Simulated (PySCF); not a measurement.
# SMILES C=C=C[C@H]1C=C[C@H]1C, C8H10

Geometry (Å), atoms numbered from 1 in this order:
```xyz
18

C     3.3758    0.7138   -0.1501
C     2.1915    0.2291    0.0434
C     1.0022   -0.2593    0.2184
C     0.0437   -0.5288   -0.8970
C    -0.7656   -1.7989   -0.7814
C    -1.9374   -1.1762   -0.7359
C    -1.3442    0.2058   -0.8406
C    -1.5965    1.1467    0.3250
H     3.5649    1.7759   -0.1405
H     4.2305    0.0775   -0.3185
H     0.6592   -0.5056    1.2146
H     0.5495   -0.4060   -1.8579
H    -0.4552   -2.8279   -0.7553
H    -2.9595   -1.5019   -0.6616
H    -1.5772    0.7139   -1.7806
H    -0.9011    1.9829    0.2944
H    -2.6115    1.5361    0.2736
H    -1.4780    0.6293    1.2737
```

The calculation used TDDFT CAM-B3LYP/def2-SVPD circular dichroism and optical rotation, one conformer, gas phase in PySCF. Geometry: GFN2-xTB.

The molecule is flexible and this is one conformer; a measurement averages over conformers.

Assign R or S to each stereocentre.

C4 S, C7 R.

List the lowest 16 singlet excitations with oscillator and rotatory strengths.

Rotatory strengths R in 10⁻⁴⁰ esu² cm², velocity form and length form (origin at the centre of mass); f in length form.
```
state  E (eV)  λ (nm)      f  R (velocity)  R (length)                                    main
    1    5.83     213  0.001         +14.4       +14.6      HOMO→LUMO+2 0.28, HOMO→LUMO+1 0.27
    2    6.31     196  0.002         +12.2       +12.4      HOMO−2→LUMO 0.22, HOMO−1→LUMO 0.19
    3    6.66     186  0.192         +20.4       +18.2        HOMO→LUMO 0.72, HOMO→LUMO+1 0.14
    4    7.04     176  0.047         +25.6       +27.4      HOMO→LUMO+2 0.36, HOMO→LUMO+1 0.35
    5    7.13     174  0.126         -75.7       -75.6      HOMO−1→LUMO 0.49, HOMO−2→LUMO 0.23
    6    7.24     171  0.020          -3.6        -4.5    HOMO→LUMO+3 0.40, HOMO−1→LUMO+1 0.16
    7    7.32     169  0.010         -37.5       -37.1    HOMO−1→LUMO+1 0.34, HOMO→LUMO+3 0.15
    8    7.36     168  0.042          -3.7        -3.5  HOMO−2→LUMO+1 0.27, HOMO−2→LUMO+2 0.17
    9    7.41     167  0.105         +20.0       +18.5    HOMO−3→LUMO 0.26, HOMO−2→LUMO+3 0.11
   10    7.61     163  0.013         +29.4       +31.2  HOMO−1→LUMO+3 0.48, HOMO−2→LUMO+2 0.21
   11    7.72     161  0.347          +3.8        +0.7    HOMO→LUMO+5 0.29, HOMO−1→LUMO+2 0.15
   12    7.73     160  0.510        -122.5      -122.1    HOMO→LUMO+5 0.35, HOMO−1→LUMO+2 0.21
   13    7.94     156  0.111         -44.9       -44.0    HOMO−2→LUMO+1 0.20, HOMO→LUMO+4 0.14
   14    8.05     154  0.006          -1.2        -1.3  HOMO−1→LUMO+5 0.25, HOMO−1→LUMO+6 0.10
   15    8.10     153  0.110         +97.9      +100.8      HOMO→LUMO+4 0.17, HOMO→LUMO+6 0.12
   16    8.12     153  0.034         -34.5       -34.2    HOMO−2→LUMO+3 0.15, HOMO→LUMO+4 0.12
```

Among the states computed, the strongest CD band (largest |R|) is state 12. The largest dissymmetry factor in size, g = 4R/(D+G), with D and G the electric and magnetic dipole strengths, is +0.13 for state 1 (velocity form, f = 0.001), among bands with |R| over 0.5. The mirror image has the same energies and oscillator strengths and all R with the opposite sign.
